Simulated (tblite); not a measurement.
Species: C6H14N2Si.
Atom-mapped SMILES: `[CH3:1][CH:2]([CH3:3])[C:4]1=[N:5][N:6]([SiH3:7])[CH2:8][CH2:9]1` (hydrogens: H10, H11, H12 on C1; H13 on C2; H14, H15, H16 on C3; H17, H18, H19 on Si7; H20, H21 on C8; H22, H23 on C9)

Structure used (GFN2-xTB), in Å, numbered top down from 1:
```
atom  x, y, z in Å
C1    -2.241    1.484    0.095
C2    -1.482    0.389    0.848
C3    -2.350   -0.866    0.979
C4    -0.189    0.074    0.170
N5     0.939    0.233    0.736
N6     1.958   -0.119   -0.078
Si7    3.584    0.014    0.487
C8     1.456   -0.582   -1.379
C9    -0.066   -0.462   -1.246
H10   -3.146    1.750    0.637
H11   -1.625    2.374   -0.008
H12   -2.527    1.140   -0.897
H13   -1.232    0.753    1.849
H14   -3.256   -0.634    1.534
H15   -1.811   -1.650    1.506
H16   -2.637   -1.238   -0.003
H17    3.773   -0.842    1.659
H18    4.390   -0.449   -0.645
H19    3.883    1.410    0.814
H20    1.782   -1.611   -1.555
H21    1.858    0.049   -2.175
H22   -0.495    0.232   -1.969
H23   -0.571   -1.424   -1.348
```

Calculated harmonic vibrations of the isolated species, GFN2-xTB (tblite), most abundant isotopes, no scaling. This tight-binding method is rough: wavenumbers can miss measured ones by several per cent, in bad cases by 10 to 20. Modes of hydrogen on silicon can be 10 to 20 % off. One conformer, not necessarily the lowest. The optimisation stopped once no atom felt more than 0.01 eV/Å.

Lowest wavenumbers of the output (negative numbers stand for imaginary wavenumbers):
```
mode    cm-1
  1     -83.6
  2      23.8
  3      73.0
  4     101.5
  5     131.3
  6     173.0
  7     220.4
  8     229.2
```

Q: Is this structure a minimum?

A: No. 1 mode is imaginary beyond 20i (84i cm⁻¹), so at this level the point lies at or near a first-order saddle.

Q: Which atoms move in the imaginary mode?

A: 84i: H17 (Si–H hydrogen) 29 %, H19 (Si–H hydrogen) 29 %, H18 (Si–H hydrogen) 21 %. These are shares of the mass-weighted motion.

Q: What is the remedy?

A: Step along that mode in both directions, optimise again with tighter thresholds and repeat the frequencies. The zero-point energy of this point (118.2 kcal/mol) counts the 62 real modes alone, and thermal corrections from it aren't those of a minimum.
